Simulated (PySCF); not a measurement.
Identify the unknown among the candidates.

All candidates are C7H12.

| technique | computed result |
| --- | --- |
| Polarisability | 74.9 au [CAM-B3LYP/def2-SVPD] |
| UV, first state | lowest singlet excitation: 7.78 eV (159 nm, f = 0.000) [TDDFT CAM-B3LYP/def2-SVPD] |
| 13C NMR | chemical shifts (computed TMS as zero) by class: 35.0 (2 C), 33.7 (2 C), 33.5 (2 C), 19.1 (1 C) ppm [GIAO PBE0/pcSseg-1] |
| Rotational structure | rotational constants A, B, C: 3.844, 3.245, 2.540 GHz [GFN2-xTB] |
| Dipole | 0.06 D [CAM-B3LYP/def2-SVPD] |
| Triplet | lowest triplet excitation (Tamm–Dancoff): 7.61 eV [TDA CAM-B3LYP/def2-SVPD] |

Gas-phase values; electronic properties from PySCF, density fitting. Levels stand in brackets. Isolated species at its GFN2-xTB geometry, gas phase. Each NMR value is the plain mean over a class of atoms that symmetry, rotation or inversion makes alike.

Problem. Which candidate is it?
A. `C=CC/C(C)=C/C`
B. `C[C@@H]1[C@H]2CCC[C@@H]12`
C. `C1C[C@H]2C[C@@H](C1)C2`

Solution. C. It is `C1C[C@H]2C[C@@H](C1)C2`. Numbering: `[CH2:1]1[CH2:2][C@H:3]2[CH2:4][C@@H:5]([CH2:6]1)[CH2:7]2`. Its formula, C7H12, gives 2 degrees of unsaturation: 2 rings and 0 π bonds in the structure found. 7 carbons fall into 4 classes; from least to most shielded: sp3 carbon at a ring junction [C3/C5] (35.0 ppm, 2 C), four-membered-ring carbon [C4/C7] (33.7 ppm, 2 C, up to 15.0 ppm apart in this geometry), ring CH2 carbon [C2/C6] (33.5 ppm, 2 C), ring CH2 carbon [C1] (19.1 ppm). The optimised geometry has point group Cs and is an asymmetric top.

The others, at the same levels:
- `C[C@@H]1[C@H]2CCC[C@@H]12` fails: it has 5 carbon classes against 4; its computed 13C shifts are 31.4 (2 C), 29.2 (2 C), 24.6 (1 C), 19.3 (1 C), 16.5 (1 C) ppm, rotational constant A is 5.274 GHz (against 3.844 GHz) and smallest rotational constant is 1.819 GHz (against 2.540 GHz).
- `C=CC/C(C)=C/C` fails: it has 7 carbon classes against 4; its computed 13C shifts are 148.3 (1 C), 140.5 (1 C), 128.7 (1 C), 122.3 (1 C), 51.4 (1 C), 17.3 (1 C), 15.1 (1 C) ppm, rotational constant A is 5.850 GHz (against 3.844 GHz) and smallest rotational constant is 1.216 GHz (against 2.540 GHz).

Each candidate is one conformer, not necessarily the lowest. Dipoles, sizes and rotational constants follow the conformer. The torsions of the flexible species, by atom-mapped SMILES:
- `[CH2:1]=[CH:2][CH2:3]/[C:4]([CH3:5])=[CH:6]/[CH3:7]`: C1–C2–C3–C4 116°, C2–C3–C4–C5 -73°

The conformers of `C1C[C@H]2C[C@@H](C1)C2` and `C[C@@H]1[C@H]2CCC[C@@H]12` aren't listed.
